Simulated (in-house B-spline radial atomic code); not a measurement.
Computed with a B-spline radial atomic code. Model: two electrons, singlet ground state, non-relativistic, full CI in B-splines with partial waves to l = 8 (at full coupling up to 3e-4 hartree above the limit, correlation up to 0.6 % small), density held at that of full coupling by Lieb maximisation.

W(λ) is the mean repulsion in the state of coupling λ less the Hartree energy of the fixed density. Its start is exact exchange, its initial slope is twice the second-order Görling-Levy correlation energy, and its area from 0 to 1 is E_xc. A straight curve means weak, dynamic correlation, and a curve that drops fast and flattens means strong correlation.

Command:
```bash
python run_ac.py task.json out
```
Settings (lengths in bohr, energies in hartree):
```
potential              coulomb
strength               1.12
lmax                   8
```

Time taken, with all properties: 39 s on 1 thread of Intel(R) Xeon(R) Processor @ 2.30GHz (shared host).

**W = mean repulsion less Hartree energy, and W of three functionals.**

Given: confinement point charge; nuclear charge 1.12; external potential -Z/r.

Computed: LDA exchange minus exact 58.606 millihartree; SCAN exchange minus exact -8.5385 millihartree.

| coupling | W xc (hartree) | W xc minus exchange (millihartree) | kinetic minus Kohn-Sham (millihartree) | LDA (PW92) W minus its exchange (millihartree) | PBE W minus its exchange (millihartree) | SCAN W minus its exchange (millihartree) |
| --- | --- | --- | --- | --- | --- | --- |
| 0 | -0.46462 | 0 | 0 | 0 | 0 | 0 |
| 0.02 | -0.46682 | -2.193 | 0.02 | -9.91 | -1.53 | -1.77 |
| 0.05 | -0.47002 | -5.394 | 0.13 | -19.59 | -3.87 | -4.3 |
| 0.12 | -0.4771 | -12.474 | 0.73 | -35.94 | -9.3 | -9.82 |
| 0.25 | -0.48894 | -24.321 | 2.91 | -57.41 | -18.92 | -18.98 |
| 0.4 | -0.50082 | -36.196 | 6.74 | -75.67 | -29.06 | -28.21 |
| 0.6 | -0.51423 | -49.611 | 13.41 | -94.42 | -41.07 | -38.84 |
| 0.8 | ? | ? | ? | ? | ? | ? |
| 1 | -0.53498 | -70.361 | 29.78 | -121.64 | -60.86 | -56.03 |
| 1.4 | ? | ? | ? | ? | ? | ? |
| 2 | -0.56674 | -102.12 | 75.7 | -163.05 | -94.91 | -85.03 |
| 3 | -0.58478 | -120.15 | 120.07 | -188.08 | -117.05 | -103.36 |

**Question.** What belongs in the row 0.8?

**Answer.** W xc (hartree): -0.52546; W xc minus exchange (millihartree): -60.841; kinetic minus Kohn-Sham (millihartree): 21.24; LDA (PW92) W minus its exchange (millihartree): -109.3; PBE W minus its exchange (millihartree): -51.58; SCAN W minus its exchange (millihartree): -48.01.

**Question.** What belongs in the row 1.4?

**Answer.** W xc (hartree): -0.55023; W xc minus exchange (millihartree): -85.603; kinetic minus Kohn-Sham (millihartree): 47.93; LDA (PW92) W minus its exchange (millihartree): -141.3; PBE W minus its exchange (millihartree): -76.54; SCAN W minus its exchange (millihartree): -69.47.

**Question.** What is the PBE exchange minus exact?

**Answer.** -5.0881 millihartree.

**Energy parts, natural occupations and partial-wave weights.**

Computed: total energy -0.7066 hartree; exchange energy -0.46462 hartree; initial slope twice GL2 -0.11081 hartree; kinetic part over minus potential part 0.42328; Hartree energy 0.92925 hartree; Kohn-Sham kinetic 0.67679 hartree; Lieb Oxford ratio E_xc over LDA exchange 1.2443.

```csv
natural,occupation of the shell (electrons)
s,1.9277
s,0.049256
p,?
d,0.00063097
p,0.0004942
s,0.00037018
```

**Question.** What belongs in the row p?

**Answer.** occupation of the shell (electrons): 0.02133.

```tsv
wave	weight
s	0.98866
p	0.010932
d	0.00034893
f	?
g	9.3245e-06
```

**Question.** What belongs in the row f?

**Answer.** weight: 4.2861e-05.

**Question.** What is the kinetic part of the DFT correlation energy?

**Answer.** 0.029783 hartree.

**Question.** What is the correlation energy?

**Answer.** -0.040579 hartree.

Half-way to full coupling W has made 61 % of its drop, against 50 % for a straight line, and second-order (GL2) theory, half the initial slope, overshoots the correlation energy by about 37 %: a marked bend. Over couplings 0 to 1 the errors in E_xc come to about +20 millihartree for LDA, +1.8 millihartree for PBE, +0.1 millihartree for SCAN, so SCAN is nearest. In LDA and PBE and SCAN the errors of exchange and correlation have opposite signs, so the sum is smaller than the larger of the two.
